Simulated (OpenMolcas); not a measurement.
# Co2+: ligand-field states by method

Co2+ with its 6 nearest fluoride ions at 2.031 Å, on the Mg site of KMgF3 (a = 3.973 Å, distance in the model lattice 1.986 Å). The rest of the host is ab initio model potentials to 7.6 Å, with orthogonalisation functions on the cations behind the ligands, and point charges beyond; the distance is set by hand and nothing relaxes. Ligand basis ANO-RCC-VDZP.

* Program: OpenMolcas 26.06
* Basis: ANO-RCC-VDZP [5s4p2d1f]
* Scalar Hamiltonian: DKH2, point nucleus
* Active space: 7 electrons in 5 orbitals (3d)
* State averaging: 2S+1 = 4 even, 10 roots; 2S+1 = 2 even, 40 roots
* Spin-orbit coupling: RASSI with atomic mean-field integrals over the reference wave functions

I. CASSCF
II. SS-CASPT2, IPEA 0.25 Eh, imaginary shift 0.1 Eh (closed shells correlated: 3s 3p and the ligand valence shells)

Spin-free states (labels of O, the rotations of Oh) in cm-1, each column counted from its own energy of the first state listed:

```tsv
State	Degeneracy	I	II
4T1	3	0	0
4T2	3	6559	8130
4A2	1	14315	18250
2E	2	14772	11920
2T1	3	20045	17600
2T2	3	20355	18100
4T1	3	23665	22550
2A1	1	24701	23280
2T1	3	25928	21260
2T2	3	28799	26730
2T1	3	29446	28710
2E	2	31524	29890
2T2	3	34709	32970
2E	2	35291	35310
2T1	3	35305	35280
2T2	3	46926	41480
2T1	3	47983	43850
2A2	1	48751	44210
2E	2	72313	64800
2T2	3	72504	64480
```

From I to II, I's first state of the same spin (4T2) moves from 6559 to 8130 cm-1, by about +1600 cm-1.

From I to II, I's first state of another spin (2E) moves from 14772 to 11920 cm-1, by about -2900 cm-1.

I: A least-squares ligand-field fit to the states below 45000 cm-1, each weighted by its degeneracy and with a free common offset, gives 10Dq = 7406 cm-1, B = 1214 cm-1 and C = 4475 cm-1 (C/B = 3.69), with an rms deviation of 125 cm-1. The same method and metal basis give the free ion B = 1230 cm-1 (fit to its terms below 60000 cm-1, rms deviation 20 cm-1), so the nephelauxetic ratio is β = 1214 / 1230 = 0.99; it hangs on how both fits weigh the states, and computed free-ion B values tend to be too large, so β mixes covalency with correlation.

χT at 300 K: I 3.57, II 3.52 cm3 K/mol.

Roots that are degenerate in the reference are averaged as groups; the widest CASPT2 spread within a group is 850 cm-1 (the 3-fold group of multiplicity 4 near 8130 cm-1 above the lowest state of its run, II). Shifts and gaps below about the spread of the groups concerned are not significant. Over all roots computed the reference weight is 0.74 to 0.75 in II; a low but even weight reflects the number of correlated electrons. An orbital triplet at a regular site is open to Jahn-Teller coupling, which can distort the site and quench the lowest spin-orbit gaps and is left out. Ligand-to-metal charge-transfer states are missing. Without dynamic correlation the repulsion within the d shell is too large (B by tens of per cent), so at a given field states of lower spin stand too high (holds for I). With no ligand orbital active B as a rule stays too high, so bands that hang on it stand too high and its fall with covalency is understated (holds for I). With metal d orbitals alone and no dynamic correlation 10Dq can be off by a tenth to a fifth, either way, in oxide and fluoride hosts (holds for I). A single d shell leaves out the double-shell effect, which counts most for late 3d ions, where the CASPT2 field can be off either way by tens of per cent (holds for II). These CASPT2 states fit no ligand-field parameters well, so their order and spin gaps are uncertain (holds for II). For late 3d ions with one d shell CASPT2 can put B and the spin-flip bands somewhat low as well as high (holds for II). With one d shell and no ligand orbital active, 10Dq can be off by tens of per cent for divalent 3d ions, low with halides held by bare charges and at times high in hosts (holds for II). Free-ion shares, where given, are those of the reference states; single-state CASPT2 does not remix them (holds for II). No measured value stands beside these numbers; the geometry was set by hand and not optimised.
